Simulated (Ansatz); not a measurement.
CH7BGaN, SMILES `CB[NH][GaH2]`. The species carries charge 0 and has multiplicity 1. The geometry is a stationary point of PBE0-D4/def2-TZVP. It is one conformer, not always the lowest.

```xyz
11

C    -1.407   -0.654    0.376
B    -0.820    0.621   -0.324
N     0.559    0.870   -0.480
Ga    2.027   -0.129    0.040
H    -2.049   -0.354    1.211
H    -2.068   -1.185   -0.318
H    -0.669   -1.365    0.753
H    -1.583    1.447   -0.762
H     0.786    1.734   -0.952
H     3.413    0.499   -0.322
H     1.812   -1.484    0.777
```

(1) What is the dipole moment at PBE/def2-TZVPP? (An estimate is asked.)

(2) And with r2SCAN, B3LYP, ωB97M-V? (An estimate is asked.)

(3) Give the Mulliken charges with PBE, B3LYP, ωB97M-V in def2-TZVPP. (Estimate.)

## Answers

(1) The calculation gave: 1.01 D, with components (0.99, 0.16, -0.10) D in this frame, pointing from negative to positive charge.

(2) Ansatz gave: r2SCAN 0.97 D, B3LYP 1.03 D, ωB97M-V 1.09 D.

(3) Computed: 
| atom | PBE | B3LYP | ωB97M-V |
| --- | --- | --- | --- |
| C1 | -0.34 | -0.32 | -0.37 |
| B2 | 0.01 | 0.02 | 0.00 |
| N3 | -0.15 | -0.21 | -0.25 |
| Ga4 | 0.15 | 0.22 | 0.19 |
| H5 | 0.10 | 0.09 | 0.11 |
| H6 | 0.10 | 0.09 | 0.11 |
| H7 | 0.07 | 0.08 | 0.09 |
| H8 | -0.02 | -0.01 | 0.04 |
| H9 | 0.15 | 0.14 | 0.12 |
| H10 | -0.03 | -0.05 | -0.02 |
| H11 | -0.03 | -0.05 | -0.01 |

B3LYP here is the variant with VWN-RPA as its local correlation; programs differ in this.
